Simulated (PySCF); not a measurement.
Species: C₂H₆Ge.
Bonds: C1–C2 (double), C2–Ge3. Hydrogens: H4, H5 on C1; H6 on C2; H7, H8, H9 on Ge3.

Level of theory: core-valence-separated Tamm–Dancoff BHandHLYP/aug-pcX-1 (pcseg-1 on H, def2-SVPD on Ge) in PySCF, non-relativistic, gas phase, PBE0-D3(BJ)/def2-SVP geometry.

Computed carbon K-edge spectrum, Gaussian lines of 0.5 eV full width, highest printed point 100; it ends one width below the last computed root. The energies are unshifted.

```json
{"photon energy (eV)": "281.7", "absorption": "1"}
{"photon energy (eV)": "281.8", "absorption": "2"}
{"photon energy (eV)": "281.9", "absorption": "7"}
{"photon energy (eV)": "282.0", "absorption": "19"}
{"photon energy (eV)": "282.1", "absorption": "41"}
{"photon energy (eV)": "282.2", "absorption": "69"}
{"photon energy (eV)": "282.3", "absorption": "92"}
{"photon energy (eV)": "282.4", "absorption": "100"}
{"photon energy (eV)": "282.5", "absorption": "87"}
{"photon energy (eV)": "282.6", "absorption": "60"}
{"photon energy (eV)": "282.7", "absorption": "34"}
{"photon energy (eV)": "282.8", "absorption": "15"}
{"photon energy (eV)": "282.9", "absorption": "5"}
{"photon energy (eV)": "283.0", "absorption": "2"}
{"photon energy (eV)": "283.1", "absorption": "0"}
{"photon energy (eV)": "283.2", "absorption": "0"}
{"photon energy (eV)": "283.3", "absorption": "0"}
{"photon energy (eV)": "283.4", "absorption": "0"}
{"photon energy (eV)": "283.5", "absorption": "0"}
{"photon energy (eV)": "283.6", "absorption": "0"}
{"photon energy (eV)": "283.7", "absorption": "0"}
{"photon energy (eV)": "283.8", "absorption": "0"}
{"photon energy (eV)": "283.9", "absorption": "0"}
{"photon energy (eV)": "284.0", "absorption": "0"}
{"photon energy (eV)": "284.1", "absorption": "0"}
{"photon energy (eV)": "284.2", "absorption": "0"}
{"photon energy (eV)": "284.3", "absorption": "0"}
{"photon energy (eV)": "284.4", "absorption": "0"}
{"photon energy (eV)": "284.5", "absorption": "0"}
{"photon energy (eV)": "284.6", "absorption": "0"}
{"photon energy (eV)": "284.7", "absorption": "0"}
{"photon energy (eV)": "284.8", "absorption": "0"}
{"photon energy (eV)": "284.9", "absorption": "0"}
{"photon energy (eV)": "285.0", "absorption": "0"}
{"photon energy (eV)": "285.1", "absorption": "0"}
{"photon energy (eV)": "285.2", "absorption": "0"}
{"photon energy (eV)": "285.3", "absorption": "1"}
{"photon energy (eV)": "285.4", "absorption": "2"}
{"photon energy (eV)": "285.5", "absorption": "5"}
{"photon energy (eV)": "285.6", "absorption": "11"}
{"photon energy (eV)": "285.7", "absorption": "19"}
{"photon energy (eV)": "285.8", "absorption": "28"}
{"photon energy (eV)": "285.9", "absorption": "37"}
{"photon energy (eV)": "286.0", "absorption": "43"}
{"photon energy (eV)": "286.1", "absorption": "43"}
{"photon energy (eV)": "286.2", "absorption": "41"}
{"photon energy (eV)": "286.3", "absorption": "37"}
{"photon energy (eV)": "286.4", "absorption": "34"}
{"photon energy (eV)": "286.5", "absorption": "29"}
{"photon energy (eV)": "286.6", "absorption": "22"}
{"photon energy (eV)": "286.7", "absorption": "15"}
{"photon energy (eV)": "286.8", "absorption": "9"}
{"photon energy (eV)": "286.9", "absorption": "6"}
{"photon energy (eV)": "287.0", "absorption": "5"}
```

**Question.** Where are the maxima, and which lines make them up?

**Answer.** 2 maxima:
- 282.4 eV: C2 (alkene CH carbon), 282.40 eV, f = 0.071, 1s→π*, 59 % of the height at the exact maximum; C1 (terminal =CH2 carbon), 282.37 eV, f = 0.050, 1s→π*, 41 % of the height at the exact maximum
- 286.1 eV: C2 (alkene CH carbon), 286.07 eV, f = 0.034, 64 % of the height at the exact maximum; C1 (terminal =CH2 carbon), 285.97 eV, f = 0.008, 13 % of the height at the exact maximum

Further lines of some strength in the range: C2, 285.81 eV, f = 0.013; C1, 286.45 eV, f = 0.030.

Roots within 0.03 eV on the same or equivalent atoms count as one line; shares under 12 % aren't listed.

Vibrational structure and lifetime widths aren't in the curve. The ionisation threshold wasn't computed; near and above it a finite basis only mimics Rydberg series and continuum. The BHandHLYP/aug-pcX-1 (pcseg-1 on H, def2-SVPD on Ge) calculation is non-relativistic and has no spin–orbit coupling, an omission that weighs most on germanium.

The run took about 12 s of CPU time (one thread, shared machine).
